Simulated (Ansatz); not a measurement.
Total energies of NiBr2(PH3)2 (NiP₂H₆Br₂) from Ansatz at PBE-D4/def2-TZVP, gas phase (1 Eh = 27.2114 eV = 2625.5 kJ/mol). The reference geometry is relaxed at PBE-D4/def2-SVP.

```xyz
11

Ni   -0.079   -0.039    0.052
Br   -0.829   -1.851   -1.163
Br    0.772    1.799    1.179
P     1.335   -1.263    1.137
H     1.426   -1.117    2.557
H     2.715   -1.048    0.821
H     1.295   -2.690    1.031
P    -1.383    1.247   -1.099
H    -2.638    0.756   -1.577
H    -0.839    1.681   -2.352
H    -1.775    2.524   -0.587
```

| state | geometry | energy (Eh) |
| --- | --- | --- |
| charge 0 singlet | reference | -7341.80522 |
| charge 1 doublet | reference | -7341.51369 |
| charge 0 triplet | relaxed at PBE-D4/def2-SVP | -7341.77502 |
| free Ni atom (triplet) | – | -1508.03861 |
| free Br atom (doublet) | – | -2573.72072 |
| free P atom (quartet) | – | -341.10299 |
| free H atom (doublet) | – | -0.49962 |

Work out the vertical ionisation energy to the doublet.

E(charge 1 doublet) − E(charge 0 singlet) = -7341.51369 − (-7341.80522) = 0.29153 Eh = 7.93 eV. For comparison, −ε of the highest occupied level is 5.15 eV at this level, 2.78 eV less.

Which of the charge 0 states is lowest, and how far above it are the others?

The singlet. triplet: -7341.77502 − (-7341.80522) = 0.03020 Eh = 79.3 kJ/mol.

What is the binding energy per atom against free atoms?

Atoms: 1 × (-1508.03861) + 2 × (-2573.72072) + 2 × (-341.10299) + 6 × (-0.49962) = -7340.68375 Eh. Binding: -7340.68375 − (-7341.80522) = 1.12147 Eh = 30.52 eV, or 2.77 eV for each of 11 atoms (no zero-point energy, no counterpoise term).
